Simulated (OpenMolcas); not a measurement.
# O III: effect of the basis set

| Item | Value |
| --- | --- |
| Program | OpenMolcas |
| Method | SS-RASPT2, IPEA 0.25 Eh, imaginary shift 0.1 Eh (closed shells correlated: 1s) |
| Active space | 4 electrons in 9 orbitals (RAS2 2s 2p; RAS3 3d, at most 2 electrons) |
| State averaging | 2S+1 = 3 even, 6 roots; 2S+1 = 1 even, 11 roots; 2S+1 = 5 odd, 1 root; 2S+1 = 3 odd, 9 roots; 2S+1 = 1 odd, 8 roots |
| Spin-orbit coupling | state interaction with AMFI integrals over the reference wave functions, term energies averaged over their components |

A. ANO-RCC-VTZP [4s3p2d1f], DKH2, point nucleus; CASPT2 step about 16 core-seconds
B. ANO-R2 [4s4p2d1f], X2C, finite nucleus; CASPT2 step about 16 core-seconds
C. ANO-RCC-VQZP [5s4p3d2f1g], DKH2, point nucleus; CASPT2 step roughly 30 core-seconds
D. ANO-RCC [8s7p4d3f2g], DKH2, point nucleus; CASPT2 step of the order of 27 core-seconds

Energies in cm-1 above 2s2 2p2 3P0, the measured ground level; measured values from Moore, Selected Tables of Atomic Spectra, NSRDS-NBS 3, section 11.

```json
{"Level": "2s2 2p2 3P0", "A": "0.0", "B": "0.0", "C": "0.0", "D": "0.0", "Measured": "0.0"}
{"Level": "2s2 2p2 3P1", "A": "105", "B": "102", "C": "103", "D": "104", "Measured": "113"}
{"Level": "2s2 2p2 3P2", "A": "311", "B": "302", "C": "304", "D": "307", "Measured": ""}
{"Level": "2s2 2p2 1D2", "A": "20980", "B": "20860", "C": "20700", "D": "20560", "Measured": "20273"}
{"Level": "2s2 2p2 1S0", "A": "44340", "B": "43960", "C": "43720", "D": "43460", "Measured": "43186"}
{"Level": "2s 2p3 5S* 2", "A": "59070", "B": "58930", "C": "59060", "D": "59460", "Measured": "60325"}
{"Level": "2s 2p3 3D* 1", "A": "120350", "B": "119970", "C": "119800", "D": "119850", "Measured": ""}
{"Level": "2s 2p3 3D* 2", "A": "120350", "B": "119970", "C": "119800", "D": "119850", "Measured": ""}
{"Level": "2s 2p3 3D* 3", "A": "120350", "B": "119970", "C": "119800", "D": "119850", "Measured": ""}
{"Level": "2s 2p3 3P* 0", "A": "143510", "B": "143000", "C": "142680", "D": "142570", "Measured": ""}
{"Level": "2s 2p3 3P* 1", "A": "143510", "B": "143000", "C": "142680", "D": "142570", "Measured": ""}
{"Level": "2s 2p3 3P* 2", "A": "143510", "B": "143000", "C": "142680", "D": "142570", "Measured": ""}
{"Level": "2s 2p3 1D* 2", "A": "188710", "B": "188050", "C": "187740", "D": "187420", "Measured": "187054"}
{"Level": "2s 2p3 3S* 1", "A": "199000", "B": "198330", "C": "198170", "D": "197730", "Measured": "197088"}
{"Level": "2s 2p3 1P* 1", "A": "213750", "B": "212950", "C": "212430", "D": "211930", "Measured": "210462"}
```

Deviations, from unrounded energies. A percentage is the sum of absolute deviations over the sum of measured energies, with the sign that they share, or ± where signs differ.

```
                        Against measurement  Levels     A     B     C     D
             mean absolute deviation (cm-1)       7  1400  1100   850   560
      fine structure of the ground term (%)       1  -6.9  -9.6  -9.2  -8.1
other terms of the ground configuration (%)       2  +2.9  +2.2  +1.5  +0.9
                   other configurations (%)       4  ±1.2  ±0.9  ±0.8  ±0.5
```

D lies closest to measurement on these levels and A furthest from it. The largest miss of D in the table is 2s 2p3 1P* 1, by +1500 cm-1. The ranking rests on the paired levels alone, and a cruder setting can come out closer through cancelling errors.

Among A to D the level of the table that moves most is 2s 2p3 1P* 1, by 1800 cm-1 (lowest in D, highest in A). Moves below CASPT2's spread within the term are not significant.

CASPT2 breaks the degeneracy within a term, and the mean is taken; among the terms shown or strongly mixed into the levels shown the widest spread is 14 cm-1 (2s2 2p2 1D, D). Active for correlation alone: 3d; no level in the range computed is led by a configuration that fills it, so any true level of that kind is missing. Computed and measured levels are paired by configuration, term and J; levels that our copy of the source lacks, or whose pairing is in doubt (as where it misses far off the trend of its configuration), stay unpaired and out of the deviations. Only configurations of the active space appear. Levels that lie high or do not pair safely by name in every column are left out.

* marks odd parity.
